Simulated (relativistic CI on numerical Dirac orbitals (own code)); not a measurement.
**Line list: Electric-dipole lines, Kr20+**

Method of calculation: Dirac-Coulomb-Breit CI, KLI orbitals optimised for each configuration, a model potential for QED, unscaled Slater integrals (own radial code, finite nucleus).

CI space (outside the closed core [Ne]): 3s2 3p4, 3s 3p5, 3s2 3p3 3d, 3p6, 3s 3p4 3d, 3p5 3d, 3s 3p3 3d2, 3s2 3p2 3d 4p, 3s2 3p3 4s, 3p5 4s, 3p5 4p, 3s 3p3 3d 4s, 3s2 3p3 4p, 3s2 3p2 3d2, 3s2 3p 3d3, 3s 3p2 3d3, 3s2 3p 3d2 4s, 3s2 3p 3d2 4p, 3p4 3d2, 3p3 3d3, 3p3 3d2 4s, 3p3 3d2 4p. Double excitations out of closed p, d and f shells are left out; levels of such configurations are missing from the list, as are those of other unlisted configurations, and high levels can miss mixing partners.

```csv
λ vac (nm),Lower,Upper,A (s⁻¹),E lower (eV),E upper (eV)
10.014,3s2 3p4 3P_1 [3],3s2 3p3 3d 1D°_2 [45],5.42e+10,9.692,133.504
10.136,3s 3p5 3P°_2 [6],3s 3p4 3d 3D_3 [99],1.70e+11,67.940,190.264
10.197,3s2 3p4 3P_2 [1],3s2 3p3 3d 3D°_3 [39],2.23e+11,0.000,121.585
10.238,3s 3p5 3P°_2 [6],3s 3p4 3d 3P_2 [97],1.06e+11,67.940,189.040
10.267,3s2 3p4 1D_2 [4],3s2 3p3 3d 1F°_3 [46],2.68e+11,14.436,135.190
10.288,3s2 3p3 3d 5D°_2 [9],3s2 3p2 3d2 5D_1 [139],1.39e+11,86.864,207.383
10.288,3s2 3p4 3P_2 [1],3s2 3p3 3d 3P°_2 [37],9.14e+10,0.000,120.514
10.297,3s2 3p3 3d 5D°_4 [14],3s2 3p2 3d2 5P_3 [144],1.92e+11,88.604,209.011
10.322,3s2 3p3 3d 5D°_3 [10],3s2 3p2 3d2 5D_2 [137],1.10e+11,87.045,207.157
10.334,3s2 3p4 3P_0 [2],3s2 3p3 3d 3P°_1 [41],1.12e+11,5.939,125.915
10.369,3s2 3p3 3d 5D°_3 [10],3s2 3p2 3d2 5D_3 [135],1.51e+11,87.045,206.612
10.392,3s2 3p4 3P_1 [3],3s2 3p3 3d 3D°_1 [44],1.63e+11,9.692,129.000
10.405,3s2 3p4 3P_2 [1],3s2 3p3 3d 3P°_1 [36],2.01e+11,0.000,119.153
10.413,3s2 3p4 1D_2 [4],3s2 3p3 3d 1D°_2 [45],1.58e+11,14.436,133.504
10.453,3s2 3p3 3d 5D°_4 [14],3s2 3p2 3d2 5D_4 [138],1.21e+11,88.604,207.217
10.468,3s2 3p3 3d 3D°_3 [16],3s2 3p2 3d2 3P_2 [156],1.58e+11,95.635,214.076
10.475,3s2 3p3 3d 3G°_5 [25],3s2 3p2 3d2 3G_5 [176],1.43e+11,105.175,223.533
10.500,3s2 3p3 3d 5D°_4 [14],3s2 3p2 3d2 3H_4 [136],9.32e+10,88.604,206.682
10.564,3s2 3p3 3d 1G°_4 [24],3s2 3p2 3d2 3G_4 [173],1.09e+11,104.728,222.090
10.609,3s2 3p4 3P_1 [3],3s2 3p3 3d 3D°_2 [43],1.62e+11,9.692,126.563
10.613,3s2 3p4 3P_1 [3],3s2 3p3 3d 3P°_0 [42],2.65e+11,9.692,126.514
10.625,3s2 3p4 3P_2 [1],3s2 3p3 3d 3P°_2 [34],1.11e+11,0.000,116.687
10.676,3s 3p5 3P°_2 [6],3s 3p4 3d 3S_1 [86],1.22e+11,67.940,184.069
10.724,3s2 3p4 1S_0 [5],3s2 3p3 3d 1P°_1 [47],2.11e+11,28.040,143.658
10.869,3s2 3p3 3d 3G°_5 [25],3s2 3p2 3d2 3H_6 [167],8.59e+10,105.175,219.247
11.122,3s2 3p4 1D_2 [4],3s2 3p3 3d 3P°_1 [41],8.48e+10,14.436,125.915
11.140,3s2 3p3 3d 3F°_4 [35],3s2 3p2 3d2 3D_3 [190],1.52e+11,117.395,228.686
11.530,3s2 3p3 3d 5D°_4 [14],3s2 3p2 3d2 5F_5 [115],4.61e+10,88.604,196.134
11.601,3s2 3p4 1D_2 [4],3s2 3p3 3d 3S°_1 [38],1.02e+11,14.436,121.312
11.612,3s2 3p3 3d 3G°_5 [25],3s2 3p2 3d2 3F_4 [150],7.97e+10,105.175,211.944
```

Terms are leading LS components. Brackets give the number of a level in order of energy, since labels repeat. The list gives strong lines, with weight on those to low levels, without lines whose two gauges differ by over a factor of 2.5, among the lowest 200 of 3392 levels, so that lines to higher ones, which can be the strongest, are missing. Levels whose partners in the same complex of configurations lie outside the list can be far off, and so can their lines. Rates are taken at the computed energies, electric ones in the length gauge.

At this charge energies of transitions that change n are usually good to better than 1 %, and those within a shell (Δn = 0) to a few per cent.

LS names give the leading component of a level, which can be under half, so a name can repeat, a term be missing and a line seem to break the LS rules.
